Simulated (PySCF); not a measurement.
C₂Si, SMILES [Si][C][C] (connectivity only; charge and spin as stated), neutral, multiplicity 1. Heavy atoms are numbered as in [Si:1][C:2][C:3].

Geometry optimised at PBE0-D3(BJ)/def2-TZVP. The geometry has at least one imaginary mode, so it is a saddle point at that level.

These are PBE/def2-TZVPD (PySCF) values and carry that method's errors.

Mulliken values depend strongly on the basis, most of all with diffuse functions as here. Atomic charges (e), one atom of each kind:

| atom | Mulliken | meta-Löwdin |
|---|---|---|
| Si1 | 0.05 | 0.49 |
| C2 | 0.07 | -0.41 |
| C3 | -0.12 | -0.08 |
